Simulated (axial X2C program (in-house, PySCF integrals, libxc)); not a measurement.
BeS: properties at the nuclei

Calculated with an in-house all-electron X2C program for linear molecules (integrals from PySCF): two-component X2C with atomic mean-field Coulomb and Gaunt terms, Gaussian nuclei, basis S dyall-av3z, Be dyall-cv3z with contracted cores.

R = 1.740 Å (near the PBE0 minimum at charge 0 of the determinant lowest at the starting distance; the state shown can have its own minimum elsewhere).

Determinant lowest in the PBE0 search, Ω = 0 (closed shell), highest spinor 71% S p, 22% Be p, 4% Be d:

| level | qzz S (a.u.) | qzz Be (a.u.) | μ (D) |
| --- | --- | --- | --- |
| PBE0 | 0.43 | 0.05 | 5.49 |
| HF | 0.23 | 0.02 | 6.45 |
| B3LYP | 0.44 | 0.05 | 5.34 |
| PBE50 | 0.36 | 0.03 | 5.92 |
| BP86 | 0.50 | 0.06 | 5.04 |

Determinant 0.98 eV from it at PBE0 and this distance, Ω = 2 (⟨Sz⟩ = 1.00, ⟨Lz⟩ = 1.00 at PBE0), spin on the atoms S 0.50, Be 0.50:

| level | Eeff magnitude (GV/cm) | Ws magnitude S (kHz) | A∥/gI S (MHz) | qzz S (a.u.) | A∥/gI Be (MHz) | qzz Be (a.u.) | μ (D) |
| --- | --- | --- | --- | --- | --- | --- | --- |
| PBE0 | 0.0531 | 0.01 | 193 | -1.82 | 70.9 | -0.16 | 0.01 |
| HF | 0.0532 | 0.00993 | 193 | -1.88 | 70.3 | -0.17 | 0.21 |
| B3LYP | 0.0534 | 0.01 | 198 | -1.87 | 77.1 | -0.17 | 0.05 |
| PBE50 | 0.0551 | 0.0104 | 193 | -1.81 | 71.1 | -0.16 | 0.10 |
| BP86 | 0.0516 | 0.00977 | 196 | -1.85 | 71 | -0.16 | -0.07 |

Eeff is the effective electric field on the electron electric dipole moment in this Ω state and Ws the scalar–pseudoscalar constant of the nucleus named (defined with the proton number Z and per Ω); A∥ (defined per Ω) follows by multiplying with gI = μI/(I μN); qzz is the electric field gradient, eQq0 = 234.96 MHz × Q/barn × qzz; μ is positive if the Be end (last atom) is positive. The operators were transformed with the bare-nucleus X2C matrices; with these basis sets, hyperfine constants and field gradients can be off by tens of per cent, and where levels differ in sign neither size nor sign is settled.

Each state is one determinant with collinear spin, which with several unpaired electrons need not be a pure state. Unrestricted Hartree–Fock can overshoot spin polarisation at the nuclei. With several open shells hyperfine constants can be off by a factor of several. Open-shell Ω = 0 determinants with evenly filled partner blocks cannot be reached by this program, so the Ω shown need not be the lowest component. At HF a later determinant lies lower. The search compared states at one distance, so a state with another bond length can lie lower. Further determinants of the search, some of them spin-mixed, are not shown. Where a field gradient or hyperfine factor spreads by more than a factor of two over the levels, a constant derived from it is not to be relied on. PBE0 term energies can be off by some tenths of an eV.
